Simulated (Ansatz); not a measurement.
Harmonic frequencies (cm⁻¹) at PBE0-D4/def2-TZVP from Ansatz: 61, 76, 98, 129, 156, 190, 293, 441, 480, 595, 631, 673, 827, 839, 1054, 1103, 1414, 1956, 1963, 3122, 3205.

Each molecule was computed in one conformer, which needn't be the lowest.

Which molecule is it?
A. `[F][Al]([SbH2])[CH2]Cl`
B. `C=C(O)CCl`
C. `[SiH3][SiH]1CO1`
D. `N=[C]1[CH2][GeH2]1`

A.
